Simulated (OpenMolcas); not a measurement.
4s2 4p3 along the 33-electron sequence

```json
{
 "Program": "OpenMolcas 26.06",
 "Method": "RASSCF",
 "Basis": "ANO-RCC-VQZP",
 "Scalar Hamiltonian": "DKH2, point nucleus",
 "Spin-orbit coupling": "state interaction with AMFI integrals over the reference wave functions, term energies averaged over their components"
}
```

Active space for each ion: 3 electrons in 9 orbitals (RAS2 4p; RAS3 4d 5s, at most 1 electron).

Computed levels in cm-1 above 4S* 3/2:

```
                                Level     As    Se+   Br2+   Kr3+
                              2D* 3/2  14502  17492  19941  22009
                              2D* 5/2  14688  17889  20672  23240
                              2P* 1/2  24234  29568  34150  38316
                              2P* 3/2  24481  30100  35137  39997
weight of 4S* in the lowest level (%)    100    100     99     99
```

Measured, with the error of the calculation in %. Measured levels: As, Se+ from NIST Handbook of Basic Atomic Spectroscopic Data; Br2+ from Moore, Atomic Energy Levels, vol. II, NSRDS-NBS 35 (1971 reprint of NBS Circular 467, 1952); Kr3+ from Saloman, J. Phys. Chem. Ref. Data 36, 215 (2007).

```tsv
Level	As	Se+	Br2+	Kr3+
2D* 3/2	10593 (+36.9)	13168 (+32.8)		17038 (+29.2)
2D* 5/2	10915 (+34.6)	13784 (+29.8)		18700 (+24.3)
2P* 1/2	18186 (+33.3)	23038 (+28.3)	26915 (+26.9)	31056 (+23.4)
2P* 3/2	18648 (+31.3)	23895 (+26.0)	28579 (+22.9)	33406 (+19.7)
```

2D* 3/2 changes by a factor of 1.52 over the same range, with steps per unit of Z of +2990, +2450, +2070 cm-1.

With the s shell closed, the reference lacks s² → p² mixing. Without dynamic correlation excited terms often stand tens of per cent too high (terms of higher spin than the ground term too low), and those without a measured partner can miss by more than the paired ones (holds for As; Se+). Computed and measured levels are paired by configuration, term and J; levels that our copy of the source lacks, or whose pairing is in doubt (as where it misses far off the trend of its configuration), stay unpaired and out of the deviations. Levels of configurations outside the active space are missing.

* marks odd parity.
